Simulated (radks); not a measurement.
Spherical quantum dot in the effective-mass picture: electrons in a well V = -V0 / (1 + exp((r - R)/a)) with V0 = 41.9, R = 1.58, a = 0.14, all in effective atomic units (hartree* = m*/eps^2 hartree, bohr* = eps/m* bohr), one dielectric constant everywhere. Method: non-relativistic Kohn-Sham, LDA (Slater exchange, Perdew-Wang correlation), spin-polarised, spherical densities; computed with a radial shooting solver with Libxc functionals. Levels are named by radial order and angular momentum (1s, 1p, 1d, 2s, ...), and open shells are averaged over m. Results are scaled to m* = 0.516 and eps = 5.7, for which hartree* = 432.2 meV and bohr* = 0.5846 nm. Each electron was tried in the lowest free levels, single moves between levels near the top were tried too, and the lowest total energy was kept; such a search can miss a lower state. At N = 1 the Hartree and exchange-correlation terms need not cancel, so that row can carry a self-interaction error.

| N | open shells | 2S | E (meV) | mu = E(N) - E(N-1) (meV) | addition energy mu(N+1) - mu(N) (meV) | e(HOMO) (meV) |
|---|---|---|---|---|---|---|
| 1 | 1s(up 1, down 0) | 1 | -17003.8 | -17004 | 494.1 | -16817 |
| 2 | none | 0 | -33513.4 | -16510 | 1363 | -16319 |
| 3 | 1p(up 1, down 0) | 1 | -48660.5 | -15147 | 370.8 | -14964 |
| 4 | 1p(up 2, down 0) | 2 | -63436.7 | -14776 | 380.8 | -14587 |
| 5 | 1p(up 3, down 0) | 3 | -77832.2 | -14395 | 494.2 | -14204 |
| 6 | 1p(up 3, down 1) | 2 | -91733.5 | -13901 | 362.7 | -13722 |
| 7 | 1p(up 3, down 2) | 1 | -105272 | -13539 | 371.0 | -13354 |
| 8 | none | 0 | -118440 | -13168 | 1486 | -12981 |
| 9 | 1d(up 1, down 0) | 1 | -130121 | -11682 | 348.7 | -11508 |
| 10 | 1d(up 2, down 0) | 2 | -141454 | -11333 | 350.5 | -11158 |
| 11 | 1d(up 3, down 0) | 3 | -152436 | -10982 | 351.3 | -10807 |
| 12 | 1d(up 4, down 0) | 4 | -163068 | -10631 | 351.6 | -10455 |
| 13 | 1d(up 5, down 0) | 5 | -173347 | -10279 | 450.7 | -10104 |
| 14 | 1d(up 5, down 1) | 4 | -183176 | -9828.8 | 341.3 | -9658.5 |
| 15 | 1d(up 5, down 2) | 3 | -192663 | -9487.4 | 343.0 | -9316.2 |
| 16 | 1d(up 5, down 3) | 2 | -201808 | -9144.5 | 343.8 | -8972.6 |
| 17 | 1d(up 5, down 4) | 1 | -210608 | -8800.6 | 344.2 | -8628.6 |
| 18 | none | 0 | -219065 | -8456.5 | 1229 | -8284.3 |
| 19 | 2s(up 1, down 0) | 1 | -226292 | -7227.5 | 468.0 | -7023.8 |
| 20 | none | 0 | -233052 | -6759.6 | 596.3 | -6556.1 |
| 21 | 1f(up 1, down 0) | 1 | -239215 | -6163.3 | 327.6 | -5999.5 |
| 22 | 1f(up 2, down 0) | 2 | -245051 | -5835.7 | 327.7 | -5671.8 |
| 23 | 1f(up 3, down 0) | 3 | -250559 | -5508.0 | - | -5344.1 |

All shells are closed at N = 2, 8, 18, 20 (there: 1s2 1p6 1d10 2s2); the second difference of the energy has clear peaks (12 % above both neighbours; the first and last values, which can be the largest, are not judged, and half-filled shells can peak too) at N = 2, 5, 8, 13, 18, 20.
